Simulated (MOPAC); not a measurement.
MOPAC input (PM3):

```
PM3 FORCE THERMO(298,298) PRECISE LET UHF MS=0.5 GEO-OK AUX(PRECISION=9) THREADS=1
H3BP

B     0.02218598 1   -0.32465131 1   -1.02033897 1
H    -0.73928785 1   -0.08395118 1   -1.82771556 1
H     0.76491417 1   -1.04511306 1   -1.49882132 1
P     0.04691239 1    0.17904123 1    0.33932441 1
H     0.73109244 1    0.09377932 1    1.40638275 1
```

From the output:

```
     H    5   0.331677   0.126745   0.047413   1.738956   1.836361

          HEAT OF FORMATION =      34.758240 KCALS/MOLE

          ZERO POINT ENERGY      16.854 KCAL/MOL

           NORMAL COORDINATE ANALYSIS (Total motion = 1 Angstrom)

   Root No.       1         2         3         4         5         6         7         8

                 1 A'      1 A"      2 A'      2 A"      3 A'      4 A'      5 A'      6 A'

                 490.2     505.2     788.4     878.1     933.1     981.7    1776.1    2664.0

           1    0.0337    0.0000   -0.0724   -0.0000    0.1234   -0.0473   -0.0032    0.0388
           2   -0.0199    0.0000    0.0454   -0.0000    0.1522   -0.0873    0.0035   -0.0536
           3    0.0000    0.0567    0.0000   -0.0884   -0.0000    0.0000    0.0000    0.0000
           4    0.0184    0.0000   -0.0536    0.0000    0.1289   -0.0361   -0.0064   -0.2839
           5    0.2521    0.0000   -0.1741    0.0000    0.2981    0.4918   -0.0016   -0.0274
           6   -0.0000    0.1197    0.0000    0.4460   -0.0000   -0.0000    0.0000    0.0000
           7   -0.2953   -0.0000    0.2573    0.0000    0.2363    0.3740    0.0076   -0.1601
           8   -0.0988   -0.0000    0.1204    0.0000    0.1898    0.0525    0.0057    0.6251
           9    0.0000   -0.3097   -0.0000    0.2815   -0.0000   -0.0000   -0.0000   -0.0000
          10    0.0007   -0.0000    0.0223    0.0000   -0.0531    0.0051   -0.0285    0.0009
          11   -0.0101   -0.0000   -0.0270    0.0000   -0.0667    0.0131   -0.0101   -0.0008
          12   -0.0000   -0.0294    0.0000    0.0012    0.0000   -0.0000    0.0000   -0.0000
          13   -0.1068    0.0000   -0.1133    0.0000   -0.0559    0.0115    0.9100   -0.0009
          14    0.3715    0.0000    0.3974    0.0000   -0.0718   -0.0108    0.2689    0.0020
          15   -0.0000    0.4845   -0.0000    0.1829    0.0000    0.0000   -0.0000    0.0000

   Root No.       9

                 7 A'

                2772.6

           1   -0.0503
           2   -0.0262
           3    0.0000
           4    0.6458
           5   -0.0072
           6   -0.0000
           7   -0.1010
           8    0.2766
           9   -0.0000
          10   -0.0003
          11    0.0003
          12   -0.0000
          13    0.0024
          14    0.0011
          15   -0.0000

           MASS-WEIGHTED COORDINATE ANALYSIS (NORMAL COORDINATES)

   Root No.       1         2         3         4         5         6         7         8

                 1 A'      1 A"      2 A'      2 A"      3 A'      4 A'      5 A'      6 A'

                 490.2     505.2     788.4     878.1     933.1     981.7    1776.1    2664.0

           1    0.1922    0.0000   -0.3745   -0.0000    0.4407   -0.2194   -0.0110    0.1722
           2   -0.1135    0.0000    0.2351   -0.0000    0.5437   -0.4054    0.0118   -0.2377
           3    0.0000    0.2914    0.0000   -0.4603   -0.0000    0.0000    0.0000    0.0000
           4    0.0320    0.0000   -0.0846    0.0000    0.1406   -0.0512   -0.0067   -0.3846
           5    0.4390    0.0000   -0.2750    0.0000    0.3251    0.6969   -0.0017   -0.0372
           6   -0.0000    0.1879    0.0000    0.7093   -0.0000   -0.0000    0.0000    0.0000
           7   -0.5142   -0.0000    0.4064    0.0000    0.2577    0.5300    0.0079   -0.2170
           8   -0.1720   -0.0000    0.1902    0.0000    0.2070    0.0744    0.0059    0.8469
           9    0.0000   -0.4860   -0.0000    0.4476   -0.0000   -0.0000   -0.0000   -0.0000
          10    0.0070   -0.0000    0.1955    0.0000   -0.3212    0.0403   -0.1641    0.0070
          11   -0.0978   -0.0000   -0.2368    0.0000   -0.4030    0.1031   -0.0580   -0.0061
          12   -0.0000   -0.2556    0.0000    0.0108    0.0000   -0.0000    0.0000   -0.0000
          13   -0.1859    0.0000   -0.1790    0.0000   -0.0610    0.0164    0.9442   -0.0013
          14    0.6468    0.0000    0.6277    0.0000   -0.0783   -0.0154    0.2790    0.0027
          15   -0.0000    0.7604   -0.0000    0.2908    0.0000    0.0000   -0.0000    0.0000

   Root No.       9

                 7 A'

                2772.6

           1   -0.2245
           2   -0.1168
           3    0.0000
           4    0.8802
           5   -0.0098
           6   -0.0000
           7   -0.1376
           8    0.3770
           9   -0.0000
          10   -0.0019
          11    0.0025
          12   -0.0000
          13    0.0032
          14    0.0015
          15   -0.0000

          DESCRIPTION OF VIBRATIONS

 VIBRATION          1    1A'         ATOM PAIR     ENERGY CONTRIBUTION    RADIAL
 FREQUENCY           490.17         B 1 -- H 3         +34.1% ( 92.3%)      3.7%
 TRANSITION DIPOLE   0.2651         P 4 -- H 5         +31.0% ( 88.0%)      0.0%
 TRAVEL (Ang.)       0.6170         B 1 -- H 2         +28.2% ( 83.9%)      7.8%
 REDUCED MASS        0.3613         B 1 -- P 4          +6.8% ( 41.1%)     28.6%
 EFFECTIVE MASS      2.3051
 FORCE CONSTANT      0.0512

 VIBRATION          2    1A"         ATOM PAIR     ENERGY CONTRIBUTION    RADIAL
 FREQUENCY           505.24         P 4 -- H 5         +49.2% ( 74.5%)      0.0%
 TRANSITION DIPOLE   0.3865         B 1 -- H 3         +42.5% ( 69.3%)      0.0%
 TRAVEL (Ang.)       0.4698         B 1 -- P 4          +7.0% ( 28.1%)      0.0%
 REDUCED MASS        0.6046         B 1 -- H 2          +1.3% ( 12.1%)      0.0%
 EFFECTIVE MASS      2.5386
 FORCE CONSTANT      0.0909

 VIBRATION          3    2A'         ATOM PAIR     ENERGY CONTRIBUTION    RADIAL
 FREQUENCY           788.44         B 1 -- H 3         +29.9% ( 61.8%)     10.7%
 TRANSITION DIPOLE   0.9995         P 4 -- H 5         +27.8% ( 59.7%)      3.0%
 TRAVEL (Ang.)       0.3050         B 1 -- P 4         +22.2% ( 53.3%)      0.2%
 REDUCED MASS        0.9193         B 1 -- H 2         +20.1% ( 50.8%)     24.4%
 EFFECTIVE MASS      4.5653
 FORCE CONSTANT      0.3367

 VIBRATION          4    2A"         ATOM PAIR     ENERGY CONTRIBUTION    RADIAL
 FREQUENCY           878.12         B 1 -- H 2         +64.2% ( 71.5%)      0.0%
 TRANSITION DIPOLE   0.7392         B 1 -- H 3         +26.6% ( 46.0%)      0.0%
 TRAVEL (Ang.)       0.3122         B 1 -- P 4          +6.4% ( 22.6%)      0.0%
 REDUCED MASS        0.7880         P 4 -- H 5          +2.9% ( 15.1%)      0.0%
 EFFECTIVE MASS      2.2480
 FORCE CONSTANT      0.3580

 VIBRATION          5    3A'         ATOM PAIR     ENERGY CONTRIBUTION    RADIAL
 FREQUENCY           933.10         B 1 -- P 4         +45.8% (100.2%)     99.9%
 TRANSITION DIPOLE   0.4976         B 1 -- H 3         +25.8% ( 75.2%)     51.2%
 TRAVEL (Ang.)       0.1226         B 1 -- H 2         +24.8% ( 73.7%)     65.3%
 REDUCED MASS        4.8067         P 4 -- H 5          +3.6% ( 28.1%)     62.4%
 EFFECTIVE MASS     13.9727
 FORCE CONSTANT      2.4657

 VIBRATION          6    4A'         ATOM PAIR     ENERGY CONTRIBUTION    RADIAL
 FREQUENCY           981.67         B 1 -- H 2         +48.4% ( 76.5%)      2.3%
 TRANSITION DIPOLE   0.7009         B 1 -- H 3         +28.5% ( 58.7%)      8.4%
 TRAVEL (Ang.)       0.2902         B 1 -- P 4         +22.8% ( 52.6%)     96.9%
 REDUCED MASS        0.8157         P 4 -- H 5          +0.3% (  5.9%)     17.7%
 EFFECTIVE MASS      3.7823
 FORCE CONSTANT      0.4631

 VIBRATION          7    5A'         ATOM PAIR     ENERGY CONTRIBUTION    RADIAL
 FREQUENCY          1776.14         P 4 -- H 5         +99.7% (100.0%)     99.6%
```
